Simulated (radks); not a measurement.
Species: the nickel ion Ni2+. Configuration: [Ar] 3d8 (the NIST ground configuration).

Method: Dirac Kohn-Sham, HCTH/407, spin-unpolarised, spherical densities, point nucleus; open shells fill j = l - 1/2 first; computed with a radial shooting solver on a logarithmic mesh with Libxc functionals.

Energy parts (hartree):
part                       energy
total                 -1520.55399
kinetic                1544.88386
electron-nucleus      -3634.93112
Hartree                 633.43113
exchange-correlation    -63.93787

Orbitals (lengths in bohr, moments of r in powers of bohr; <r^-3> diverges for s and p1/2; r(90%) holds 90 % of the orbital's charge):
orbital,occ.,eigenvalue (hartree),<1/r>,<r^-3>,<r>,r(90%)
1s1/2,2,-302.2908,28.07,-,0.05412,0.0967
2s1/2,2,-36.83929,6.100,-,0.2446,0.379
2p1/2,2,-32.26693,6.054,-,0.2129,0.349
2p3/2,4,-31.62366,5.928,607.7,0.2161,0.353
3s1/2,2,-4.82767,1.922,-,0.7400,1.11
3p1/2,2,-3.42724,1.793,-,0.7705,1.19
3p3/2,4,-3.34623,1.763,77.09,0.7805,1.20
3d3/2,4,-1.06512,1.401,7.357,0.9554,1.65
3d5/2,4,-1.05595,1.393,7.195,0.9611,1.66
4s1/2,0,-0.79475,0.5482,-,2.367,3.48
4p1/2,0,-0.55870,0.4547,-,2.803,4.13
4p3/2,0,-0.55329,0.4505,5.199,2.827,4.16

The highest occupied level is 3d5/2 at -28.734 eV. The density falls to 0.001 e/bohr^3 at r = 2.96 bohr. Summed over all electrons, <r^2> = 15.62 bohr^2, which gives a Langevin (diamagnetic) susceptibility term of -12.4 x 10^-6 cm^3/mol. For comparison, the ionisation energy in NIST's Atomic Spectra Database is 35.19 eV (measured). In exact Kohn-Sham theory the highest level is minus the ionisation energy, but local and semilocal functionals leave it too shallow, through self-interaction and a potential that decays too fast; potentials with the right tail come closer.

Beside tabulated values, note that spin-unpolarised runs miss the spin-polarisation part of the exchange energy of open shells.
